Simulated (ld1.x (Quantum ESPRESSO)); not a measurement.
**What one change does to a pseudopotential (silicon (Si), TM)**

ld1.x (Quantum ESPRESSO) 7.5 input, shortened:

```
&input
   title='Si', zed=14., rel=1, dft='BLYP', iswitch=3,
   config='[Ne] 3s2 3p2'
 /
 &inputp
   pseudotype=2, tm=.true., lloc=0,
   nlcc=.true., new_core_ps=.true., rcore=1.10
 /
2
3P  2  1   2.00   0.00  1.50  1.50  0.0
3S  1  0   2.00   0.00  1.40  1.40  0.0
 &test
   configts(1)='3s2 3p2'
 /
```

Change: all radii but the core radius scaled by about 0.86 (s 1.20, p 1.28 bohr).

Cutoffs: the cutoffs (Ry, on a coarse ladder) from which the occupation-weighted sum of valence levels, in a spherical-Bessel basis at the reference potential, stays within 10 and 1 mRy of its value at 400 Ry; they do not see the model core or the augmentation charge, which bear on the density cutoff. Errors are all-electron minus pseudo energies relative to the spin-unpolarised reference configuration.

What does the change do?

The potential gets harder (35 Ry and 80 Ry → 80 Ry and 160 Ry); of the 7 tests that both files solve, the error grows in 6 and shrinks in 0 by more than 15 % and 0.3 meV (median size 3.1 → 8.4 meV); neither file shows a bound ghost. A smaller radius makes the pseudo-wave follow the all-electron one further in, where it bends more sharply, so more plane waves are needed. That the errors move this way runs against the usual rule that smaller radii transfer better.

| quantity | base | changed |
| --- | --- | --- |
| cutoff, loose | 35 Ry | 80 Ry |
| cutoff, tight | 80 Ry | 160 Ry |
| loose cutoff by channel (10 mRy a level) | p 6 Ry, s 25 Ry | p 70 Ry, s 45 Ry |
| bound ghosts | none | none |
| error for 3s2 3p1, meV [ΔE 7.59 eV] | +3.1 | +5.1 |
| error for 3s2 3p0, meV [ΔE 23.48 eV] | +17 | +24 |
| error for 3s1 3p0, meV [ΔE 57.48 eV] | +47 | +57 |
| error for 3s0 3p4, meV [ΔE 13.88 eV] | +1.9 | +8.4 |
| error for 3s1 3p2, meV [ΔE 15.04 eV] | +7.7 | +15 |
| error for 3s1 3p3, meV [ΔE 6.85 eV] | +0.3 | +1.8 |
| error for 3s2 3p2.3, meV [ΔE -0.89 eV] | +0.2 | +0.2 |
